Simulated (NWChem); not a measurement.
System: AlIF$_{2}$; SMILES [Al]([F])([F])[I]

NWChem input:

```
start job
memory heap 200 mb stack 900 mb global 1100 mb
geometry units angstroms noautosym nocenter noautoz
  Al     0.000000     0.000000     1.376712
  F      0.000000    -1.414453     2.226218
  F      0.000000     1.414453     2.226218
  I      0.000000     0.000000    -1.051512
end
basis spherical
  * library def2-svpd
end
ecp
  I library def2-ecp
end
dft
  xc b3lyp
  iterations 150
end
property
  response 1 0.0
end
task dft property
```

The geometry was optimised at PBE0/def2-SVP. Not confirmed as a minimum by frequencies. def2 effective core potentials on I; no spin-orbit coupling.

Static field.

Question: Predict the main results of this run. (B3LYP/def2-SVPD with def2 effective core potentials on I.) Quantities: isotropic polarisability (bohr³); anisotropy (bohr³).

Answer: 
```
Item                              Result
--------------------------------  ------
isotropic polarisability (bohr³)    56.0
anisotropy (bohr³)                  18.3
```
